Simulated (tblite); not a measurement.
C6H14PSi (charge +1).
SMILES with atom numbers: `[CH3:1][CH2:2][P@H+:3]1[CH2:4][CH:5]=[C:6]([SiH3:7])[CH2:8]1` (hydrogens: H9, H10, H11 on C1; H12, H13 on C2; H14 on P3; H15, H16 on C4; H17 on C5; H18, H19, H20 on Si7; H21, H22 on C8)
Bond orders are those of one Lewis drawing.

Computed with GFN2-xTB (tblite), gas phase: L-BFGS steps from a force-field or distance-geometry start until the largest atomic force falls under 0.01 eV/Å.

Step 16: E = -647.6866 eV
```
atom  x, y, z in Å  |  force x, y, z in eV/Å
C1     -2.5953   -1.6469    0.2399    0.033   0.076   0.024
C2     -2.0043   -0.2741    0.5587    0.028   0.033  -0.044
P3     -0.9285    0.3518   -0.7670    0.037   0.012   0.041
C4     -0.2483    1.9796   -0.3083   -0.020  -0.018  -0.002
C5      1.1308    1.6024    0.1923   -0.074   0.023   0.000
C6      1.5830    0.3802   -0.0391    0.050   0.034   0.005
Si7     3.2825   -0.2817    0.4941    0.080  -0.055   0.025
C8      0.6612   -0.5401   -0.8040   -0.040  -0.024   0.002
H9     -3.2507   -1.6030   -0.6292    0.074  -0.002   0.020
H10    -1.8077   -2.3777    0.0557   -0.103   0.018  -0.002
H11    -3.1886   -1.9840    1.0869    0.032  -0.042  -0.031
H12    -2.7922    0.4645    0.7397   -0.009  -0.042  -0.024
H13    -1.3689   -0.3146    1.4531   -0.051  -0.019  -0.007
H14    -1.6077    0.3497   -1.9750    0.062   0.013   0.087
H15    -0.1881    2.6726   -1.1546   -0.030  -0.068   0.014
H16    -0.8528    2.4509    0.4725   -0.001   0.023  -0.038
H17     1.7027    2.3453    0.7206   -0.023   0.037  -0.035
H18     2.9748   -1.4170    1.3651    0.016  -0.004   0.011
H19     3.9508    0.8141    1.1806    0.017  -0.024  -0.018
H20     3.9176   -0.7240   -0.7447    0.038   0.009   0.010
H21     1.0326   -0.7128   -1.8161   -0.049   0.074  -0.070
H22     0.5866   -1.5159   -0.3220   -0.068  -0.055   0.033
```

Step 17: E = -647.6893 eV
```
atom  x, y, z in Å  |  force x, y, z in eV/Å
C1     -2.5968   -1.6482    0.2399    0.034   0.063   0.013
C2     -2.0075   -0.2745    0.5600    0.010   0.002  -0.026
P3     -0.9269    0.3518   -0.7609   -0.010   0.004   0.061
C4     -0.2453    1.9797   -0.3077   -0.060  -0.029  -0.026
C5      1.1308    1.6036    0.1920   -0.019  -0.006  -0.002
C6      1.5837    0.3821   -0.0393    0.103  -0.006   0.010
Si7     3.2844   -0.2815    0.4938    0.070  -0.064   0.012
C8      0.6612   -0.5376   -0.8038   -0.016  -0.025   0.018
H9     -3.2509   -1.6036   -0.6293    0.054  -0.003   0.007
H10    -1.8109   -2.3804    0.0542   -0.084   0.030   0.001
H11    -3.1893   -1.9879    1.0864    0.026  -0.030  -0.033
H12    -2.7986    0.4624    0.7348    0.003  -0.039  -0.017
H13    -1.3810   -0.3190    1.4598   -0.031   0.006  -0.003
H14    -1.6068    0.3496   -1.9663    0.046   0.015   0.050
H15    -0.1838    2.6641   -1.1593   -0.033  -0.028  -0.011
H16    -0.8461    2.4575    0.4700   -0.037   0.042  -0.012
H17     1.7047    2.3457    0.7155    0.007   0.085   0.006
H18     2.9733   -1.4173    1.3660    0.025   0.021  -0.010
H19     3.9534    0.8144    1.1816    0.008  -0.039  -0.028
H20     3.9210   -0.7247   -0.7465    0.016   0.022   0.048
H21     1.0284   -0.7025   -1.8181   -0.036   0.054  -0.084
H22     0.5925   -1.5143   -0.3239   -0.075  -0.077   0.027
```

Step 18: E = -647.6917 eV
```
atom  x, y, z in Å  |  force x, y, z in eV/Å
C1     -2.5978   -1.6483    0.2402    0.017   0.027  -0.004
C2     -2.0103   -0.2748    0.5610   -0.010  -0.022   0.008
P3     -0.9255    0.3518   -0.7541   -0.033  -0.011   0.061
C4     -0.2436    1.9793   -0.3074   -0.066  -0.026  -0.026
C5      1.1310    1.6047    0.1919    0.043  -0.028   0.000
C6      1.5860    0.3840   -0.0394    0.106  -0.038   0.006
Si7     3.2877   -0.2825    0.4939    0.039  -0.049  -0.003
C8      0.6613   -0.5360   -0.8034    0.022  -0.022   0.029
H9     -3.2502   -1.6044   -0.6292    0.022   0.005  -0.016
H10    -1.8154   -2.3824    0.0528   -0.037   0.024   0.001
H11    -3.1896   -1.9922    1.0852    0.014  -0.012  -0.023
H12    -2.8046    0.4596    0.7300    0.006  -0.024  -0.009
H13    -1.3929   -0.3228    1.4660   -0.007   0.030   0.009
H14    -1.6051    0.3497   -1.9570    0.024   0.015   0.009
H15    -0.1805    2.6557   -1.1640   -0.036   0.004  -0.034
H16    -0.8405    2.4645    0.4672   -0.063   0.052   0.005
H17     1.7066    2.3476    0.7108    0.017   0.106   0.028
H18     2.9724   -1.4173    1.3667    0.030   0.027  -0.017
H19     3.9559    0.8139    1.1820    0.009  -0.043  -0.029
H20     3.9245   -0.7250   -0.7474    0.009   0.024   0.062
H21     1.0237   -0.6918   -1.8213   -0.035   0.032  -0.061
H22     0.5967   -1.5142   -0.3254   -0.070  -0.069   0.004
```

Task: Estimate the geometry and energy of step 19. (The exact step hangs on the optimiser's Hessian estimate; all steps are aligned on step 18, rigid shifts and turns removed.)

Result: E = -647.6937 eV, largest force 0.094 eV/Å
```
atom  x, y, z in Å  |  force x, y, z in eV/Å
C1     -2.5986   -1.6480    0.2403   -0.008  -0.014  -0.018
C2     -2.0130   -0.2755    0.5623   -0.023  -0.032   0.039
P3     -0.9249    0.3515   -0.7472   -0.023  -0.025   0.041
C4     -0.2433    1.9787   -0.3074   -0.034  -0.008  -0.004
C5      1.1321    1.6053    0.1919    0.078  -0.027   0.003
C6      1.5897    0.3850   -0.0394    0.067  -0.042  -0.001
Si7     3.2915   -0.2842    0.4941    0.004  -0.022  -0.010
C8      0.6618   -0.5351   -0.8026    0.046  -0.018   0.030
H9     -3.2491   -1.6049   -0.6295   -0.007   0.014  -0.035
H10    -1.8198   -2.3837    0.0516    0.018   0.010  -0.003
H11    -3.1895   -1.9961    1.0838   -0.004   0.002  -0.010
H12    -2.8098    0.4568    0.7257    0.000  -0.005   0.001
H13    -1.4033   -0.3255    1.4714    0.014   0.046   0.024
H14    -1.6033    0.3501   -1.9488    0.005   0.012  -0.021
H15    -0.1784    2.6486   -1.1686   -0.039   0.015  -0.040
H16    -0.8369    2.4715    0.4648   -0.069   0.046   0.004
H17     1.7084    2.3510    0.7071    0.008   0.090   0.026
H18     2.9721   -1.4168    1.3669    0.031   0.013  -0.010
H19     3.9582    0.8127    1.1817    0.017  -0.036  -0.022
H20     3.9277   -0.7248   -0.7471    0.016   0.015   0.050
H21     1.0190   -0.6820   -1.8251   -0.039   0.012  -0.017
H22     0.5990   -1.5153   -0.3268   -0.056  -0.046  -0.025
```

The energy changes by -0.0020 eV. The first-order estimate −F·Δx gives -0.0028 eV and the mean of the old and new forces, exact on a quadratic surface, -0.0020 eV. The step makes an angle of 70° with the force vector and moves no atom by more than 0.012 Å.

The cost below is that of the whole relaxation. On AMD EPYC 7R43, one thread, shared host with 256 logical CPUs at a one-minute load of 129, this took 1.1 s wall.
